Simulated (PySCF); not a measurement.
# Magnetic susceptibility: `O=C/C(F)=C(/Cl)C(F)F`, C4H2ClF3O

Geometry:
| atom | x (Å) | y (Å) | z (Å) |
| --- | --- | --- | --- |
| O1 | 1.164 | -1.678 | 0.671 |
| C2 | 1.626 | -0.577 | 0.522 |
| C3 | 0.897 | 0.613 | 0.065 |
| F4 | 1.675 | 1.706 | -0.008 |
| C5 | -0.404 | 0.721 | -0.270 |
| Cl6 | -1.079 | 2.202 | -0.782 |
| C7 | -1.367 | -0.446 | -0.222 |
| F8 | -2.396 | -0.161 | 0.607 |
| F9 | -1.906 | -0.649 | -1.445 |
| H10 | 2.686 | -0.350 | 0.724 |
| H11 | -0.891 | -1.379 | 0.113 |

Computed, not measured: GIAO B97-D/pcSseg-1 magnetisability, rotational g tensor and spin-rotation constants, non-relativistic, gas phase in PySCF. Geometry: GFN2-xTB.

Q: What are the magnetisability and the molar susceptibility?

A: Isotropic -1049 × 10⁻³⁰ J/T², or -63.2 × 10⁻⁶ cm³/mol; principal values -1253, -1006, -888 × 10⁻³⁰ J/T², anisotropy 323 × 10⁻³⁰ J/T² (root of half the summed squared differences of the principal values). The susceptibility is in cgs units.

Q: Split it along the inertial axes a, b, c into diamagnetic and paramagnetic parts about the centre of mass, with the quadrupole moment.

A: 
| axis | χ (10⁻⁶ cm³/mol) | diamagnetic (10⁻⁶ cm³/mol) | paramagnetic (10⁻⁶ cm³/mol) | summed x² of all electrons (Å²) | quadrupole Θ (D Å) |
| --- | --- | --- | --- | --- | --- |
| a | -60.4 | -767.3 | 706.9 | 196.1 | +2.46 |
| b | -53.6 | -971.1 | 917.5 | 148.0 | -3.62 |
| c | -75.4 | -1459.8 | 1384.4 | 32.8 | +1.16 |

Anisotropies 2χaa − χbb − χcc = +8.1 and 2χbb − χaa − χcc = +28.7 × 10⁻⁶ cm³/mol. Θ is traceless in Buckingham's convention.

Q: And the rotational g tensor?

A: 
```csv
axis,rotational constant (GHz),g,nuclear part,electronic part
a,1.5782,-0.0311,0.4930,-0.5241
b,1.2259,-0.0261,0.5024,-0.5284
c,0.7855,-0.0097,0.5012,-0.5109
```
Asymmetric top; isotopes 12C, 35Cl, 19F, 1H, 16O; no vibrational averaging.
